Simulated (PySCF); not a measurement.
# `C#C/C=C(\Br)C(=O)O`, C$_{5}$H$_{3}$BrO$_{2}$

Molfile (atoms numbered from 1):
```
C5H3BrO2
     RDKit          3D

 11 10  0  0  0  0  0  0  0  0999 V2000
    3.1650    0.2212   -0.0814 C   0  0  0  0  0  0  0  0  0  0  0  0
    1.9972    0.1092   -0.3482 C   0  0  0  0  0  0  0  0  0  0  0  0
    0.6355   -0.0204   -0.6348 C   0  0  0  0  0  0  0  0  0  0  0  0
   -0.3446    0.0056    0.2847 C   0  0  0  0  0  0  0  0  0  0  0  0
    0.0015    0.2230    2.1286 Br  0  0  0  0  0  0  0  0  0  0  0  0
   -1.7580   -0.1383   -0.1145 C   0  0  0  0  0  0  0  0  0  0  0  0
   -2.1087   -0.2835   -1.2593 O   0  0  0  0  0  0  0  0  0  0  0  0
   -2.6006   -0.0928    0.9155 O   0  0  0  0  0  0  0  0  0  0  0  0
    4.1866    0.3181    0.1385 H   0  0  0  0  0  0  0  0  0  0  0  0
    0.3491   -0.1486   -1.6723 H   0  0  0  0  0  0  0  0  0  0  0  0
   -3.5176   -0.1909    0.6173 H   0  0  0  0  0  0  0  0  0  0  0  0
  1  2  3  0
  2  3  1  0
  3  4  2  0
  4  5  1  0
  4  6  1  0
  6  7  2  0
  6  8  1  0
  1  9  1  0
  3 10  1  0
  8 11  1  0
M  END
```

Method used: PySCF, GIAO wB97X-D/pcSseg-1 magnetisability, rotational g tensor and spin-rotation constants, non-relativistic, gas phase. Geometry: GFN2-xTB.

The calculation is non-relativistic, which matters for the atoms heavier than Zn.

Give the nuclear spin-rotation constants along the inertial axes (H = +C I·J) beside the isotropic shieldings.

Rotational constants 1.8208, 1.2033, 0.7245 GHz. A star marks the isotopologue with that one atom substituted, in its own axes.
| atom | isotope | Caa (kHz) | Cbb (kHz) | Ccc (kHz) | mean (kHz) | σ (ppm) |
| --- | --- | --- | --- | --- | --- | --- |
| Br5 | 79Br | 4.335 | 0.965 | 1.410 | 2.237 | 2003.9 |
| H9 | 1H | 0.090 | -0.139 | -0.084 | -0.044 | 27.9 |
| H10 | 1H | -0.123 | 0.086 | -0.080 | -0.039 | 24.4 |
| H11 | 1H | 0.134 | -0.121 | -0.100 | -0.029 | 25.4 |
| C1 | 13C* | 0.318 | 0.390 | 0.241 | 0.316 | 77.6 |
| C2 | 13C* | -0.033 | 0.438 | 0.265 | 0.223 | 105.4 |
| C3 | 13C* | 0.812 | 0.456 | 0.098 | 0.455 | 50.7 |
| C4 | 13C* | 0.787 | 0.456 | 0.144 | 0.462 | 40.2 |
| C6 | 13C* | 0.901 | 0.427 | 0.183 | 0.504 | 18.0 |
| O7 | 17O* | -0.901 | -0.680 | -0.050 | -0.544 | -64.9 |
| O8 | 17O* | -0.495 | -0.247 | -0.129 | -0.290 | 129.1 |

For the geometry as given, no vibrational averaging.

How do the rotational constants and the g tensor change when H9, H10, H11 are replaced by deuterium?

Constants 1.7702, 1.1234, 0.6872 GHz; g -0.0279, -0.0087, -0.0013, against -0.0284, -0.0095, -0.0014 before.
